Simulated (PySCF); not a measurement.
Structure problem from calculated spectra and properties.

Formula: C5H11FGeO.

| Property | Result |
| --- | --- |
| 13C NMR | chemical shifts (computed TMS as zero) by class: 92.6 (1 C), 84.3 (1 C), 56.3 (1 C), 15.3 (1 C), 13.9 (1 C) ppm [GIAO B97-2/pcSseg-1] |
| 1H NMR | chemical shifts (computed TMS as zero) by class: 5.27 (1 H), 4.21 (1 H), 4.18 (1 H), 3.71 (1 H), 3.22 (3 H), 1.24 (1 H), 1.14 (1 H), 1.05 (1 H), 0.96 (1 H) ppm [GIAO B97-2/pcSseg-1] |
| NMR, other nuclei | isotropic shieldings of nuclei other than C and H, by class: 293 (1 O), 386 (1 F), 1438 (1 Ge) ppm [GIAO B97-2/pcSseg-1] |
| Polarisability | 92.4 au [CAM-B3LYP/def2-SVPD] |
| Valence photoelectron | vertical ionisation energy: 9.81 eV [ΔSCF CAM-B3LYP/def2-SVPD] |
| UV, strongest line | among the 10 lowest singlet transitions: S3 at 7.95 eV (156 nm, f = 0.065) [TDDFT CAM-B3LYP/def2-SVPD] |
| Dipole | 1.84 D [CAM-B3LYP/def2-SVPD] |
| UV, first state | lowest singlet excitation: 7.30 eV (170 nm, f = 0.024) [TDDFT CAM-B3LYP/def2-SVPD] |
| Rotational structure | rotational constants A, B, C: 2.022, 1.100, 0.910 GHz [PBE0-D3(BJ)/def2-SVP] |
| Triplet | lowest triplet excitation (Tamm–Dancoff): 7.15 eV [TDA CAM-B3LYP/def2-SVPD] |

Electronic properties: PySCF, gas phase, density fitting. Levels stand in brackets. Isolated species at its PBE0-D3(BJ)/def2-SVP geometry (one conformer only). The calculation is non-relativistic and has no spin–orbit coupling, an omission that weighs most on germanium. Each NMR value is the plain mean over a class of atoms that symmetry, rotation or inversion makes alike.

Problem. Give a SMILES that accounts for the data.

Solution. Numbering: `[CH3:1][O:2][C@@H:3]1[CH2:4][GeH2:5][CH2:6][C@H:7]1[F:8]`. 5 carbons fall into 5 classes; from least to most shielded: sp3 C–F carbon [C7] (92.6 ppm), ring sp3 carbon bound to oxygen [C3] (84.3 ppm), methoxy carbon [C1] (56.3 ppm), ring sp3 carbon bound to germanium [C4] (15.3 ppm), ring sp3 carbon bound to germanium [C6] (13.9 ppm). Hydrogen classes from least to most shielded: 1 H on an sp3 C–F carbon, C7 (5.27 ppm), 1 H on a germanium bonded to 2 C and 2 H, Ge5 (4.21 ppm), 1 H on a germanium bonded to 2 C and 2 H, Ge5 (4.18 ppm), 1 H on an sp3 carbon bound to oxygen, C3 (3.71 ppm), 3 H on a methoxy carbon, C1 (3.22 ppm, a mean of values up to 0.5 ppm apart in this geometry), 1 H on an sp3 carbon bound to germanium, C6 (1.24 ppm), 1 H on an sp3 carbon bound to germanium, C4 (1.14 ppm), 1 H on an sp3 carbon bound to germanium, C4 (1.05 ppm), 1 H on an sp3 carbon bound to germanium, C6 (0.96 ppm). The other shieldings belong to: 293 ppm, ether oxygen [O2]; 386 ppm, alkyl fluorine [F8]; 1438 ppm, germanium bonded to 2 C and 2 H [Ge5]. The first electron is taken from the HOMO, whose largest Löwdin shares are 0.46 on the ether oxygen, 0.10 on the sp3 carbon bound to oxygen, 0.09 on the sp3 C–F carbon and 0.08 on the methoxy carbon. The optimised geometry has point group C1 and is an asymmetric top. Structure: `CO[C@@H]1[CH2][GeH2][CH2][C@H]1F`. The assignments are read from this structure; whether some other isomer fits the data as well wasn't checked. The mirror image fits equally. NMR values of atoms bound to Ge lack the spin–orbit term that these neighbours bring.
